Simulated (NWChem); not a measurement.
System: C₂H₆OSi; SMILES C1C[SiH2]O1

```xyz
10

C      0.2162    -1.2771     0.0000
C     -1.1464    -0.5414     0.0000
Si    -0.0543     0.9949     0.0000
O      1.1555    -0.1880     0.0000
H      0.3677    -1.9090     0.8922
H      0.3677    -1.9090    -0.8922
H     -1.7600    -0.7173     0.8946
H     -1.7600    -0.7173    -0.8946
H     -0.0591     1.8695    -1.2110
H     -0.0591     1.8695     1.2110
```
Atoms are numbered in this order, from 1.

Results from NWChem. All runs use the structure optimised with PBE0/def2-SVP.

For level CAM-B3LYP/def2-SVP:

| Item | Value |
|---|---|
| highest occupied level (eV) | -9.07 |
| orbital gap (eV) | 10.45 |

Q: How do the values read with level B3LYP/def2-SVP instead?

A: 
| Property | Result |
|---|---|
| highest occupied level (eV) | -7.42 |
| orbital gap (eV) | 7.48 |
